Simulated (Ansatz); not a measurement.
`N/C=N/[SiH2]N` from Hartree–Fock to CCSD(T)

```xyz
12

N     0.085    0.730    2.503
C     0.406    0.195    1.304
N    -0.076    0.599    0.204
Si    0.323   -0.101   -1.317
N    -0.989   -0.773   -2.196
H     0.544    0.435    3.343
H    -0.521    1.533    2.528
H     1.126   -0.635    1.397
H     1.315   -1.202   -1.101
H     0.891    0.966   -2.180
H    -1.647   -0.155   -2.642
H    -1.457   -1.593   -1.844
```

Total charge 0; spin multiplicity 1. The geometry is a stationary point of PBE0-D4/def2-TZVP. It is one conformer, not always the lowest. Frozen core, restricted reference, Ansatz. CBS rows extrapolate triple and quadruple zeta; past MP2 they add the triple-zeta difference.

```
     basis     HF (Eh)  MP2 corr.
def2-TZVPP  -494.37689   -0.90864
def2-QZVPP  -494.39641   -0.97348
```

(1) Estimate the CCSD correlation energy and the (T) correction in each basis where they were run (hartree).

Results:

(1) 
| basis | CCSD corr. | (T) |
| --- | --- | --- |
| def2-TZVPP | -0.94386 | -0.03963 |
| CBS(def2) | -1.05673 | as TZ |
